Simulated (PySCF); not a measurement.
Bonds: B1-Cl2 1.769 Å, B1-Cl3 1.756 Å, B1-O4 1.329 Å, O4-C5 1.433 Å, C5-C6 1.515 Å, C5-C7 1.513 Å. C5 carries H8; C6 carries H9, H10, H11; C7 carries H12, H13, H14.

Geometry: PBE0-D3(BJ)/def2-SVP; GIAO shifts from PySCF, gas phase, non-relativistic, averaged over equivalent atoms.

At PBE0/pcSseg-1 (168 basis functions, 26 s wall time on 1 thread of an Intel Xeon 6975P-C, shared host):
```json
{"atoms": "B1", "δ (ppm)": "32.3"}
{"atoms": "Cl2/Cl3", "δ (ppm)": "153.1"}
{"atoms": "O4", "δ (ppm)": "220.2"}
{"atoms": "C5", "δ (ppm)": "73.1"}
{"atoms": "C6/C7", "δ (ppm)": "24.4"}
{"atoms": "H8", "δ (ppm)": "4.51"}
{"atoms": "H9/H10/H11/H12/H13/H14", "δ (ppm)": "1.28"}
```

References, each an isolated molecule treated in the same way: 11B (σref 100.73) vs BF3·OEt2; 35Cl (σref 943.27) vs HCl; 17O (σref 334.56) against H2O; 13C (σref 184.41) and 1H (σref 31.27) against TMS.

What do these become at B3LYP/pcSseg-1?

## Answers


| atoms | δ at B3LYP/pcSseg-1 | change |
| --- | --- | --- |
| B1 | 33.8 | +1.5 |
| Cl2/Cl3 | 150.8 | -2.3 |
| O4 | 224.6 | +4.4 |
| C5 | 74.7 | +1.6 |
| C6/C7 | 25.0 | +0.6 |
| H8 | 4.52 | +0.01 |
| H9/H10/H11/H12/H13/H14 | 1.28 | +0.00 |

Referencing at the same level of theory: 11B (σref 97.83) against BF3·OEt2; 35Cl (σref 930.46) against HCl; 17O (σref 334.04) against H2O; 13C (σref 179.24) and 1H (σref 31.38) vs TMS.

The largest change is at O4 (oxygen bonded to C, B). Cost: 168 basis functions, 16 s wall time on 1 thread of an Intel Xeon 6975P-C, shared host.

Experimental scales use liquid or dissolved standards, which lie at an offset from isolated H2O (liquid H2O: subtract about 36 ppm).
